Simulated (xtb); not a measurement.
F4MoO, charge +1, doublet, geometry from GFN2-xTB (such geometries of metal compounds can be far from the true shape) (the multiplicity is a formal guess). Base run: GFN2-xTB run with xtb 6.7.1.

Input for xtb:
```
$ xtb mol.xyz --gfn 2 --chrg 1 --uhf 1 --json

# file mol.xyz
6

Mo     0.04700380    -0.02591911     0.04429024
O      1.17771435    -0.64942219     1.10972418
F     -1.15193834     0.63520863    -1.08543623
F      0.02490160     1.54359112     0.78829207
F      1.03547356    -0.29290642    -1.35893280
F     -1.17464510    -1.18767329     0.46296766
```

Variants of this job, named by their change:

```json
[
 {"change": "base", "ΔE vs base (mEh)": "0.000", "G_solv (kcal/mol)": "-", "SCF cycles": "31"},
 {"change": "etemp = 3000", "ΔE vs base (mEh)": "-18.577", "G_solv (kcal/mol)": "-", "SCF cycles": "15"},
 {"change": "alpb = acetone", "ΔE vs base (mEh)": "-83.837", "G_solv (kcal/mol)": "-53.11", "SCF cycles": "21"},
 {"change": "acc = 0.0001", "ΔE vs base (mEh)": "0.000", "G_solv (kcal/mol)": "-", "SCF cycles": "40"},
 {"change": "alpb = benzene", "ΔE vs base (mEh)": "-74.086", "G_solv (kcal/mol)": "-46.52", "SCF cycles": "29"},
 {"change": "etemp = 1000", "ΔE vs base (mEh)": "-3.620", "G_solv (kcal/mol)": "-", "SCF cycles": "18"},
 {"change": "alpb = dmf", "ΔE vs base (mEh)": "-84.350", "G_solv (kcal/mol)": "-53.37", "SCF cycles": "19"},
 {"change": "alpb = acetonitrile", "ΔE vs base (mEh)": "-91.784", "G_solv (kcal/mol)": "-58.46", "SCF cycles": "22"}
]
```

ALPB and GBSA are two models with their own fitted parameters for each solvent, which aren't always the measured dielectric constant.
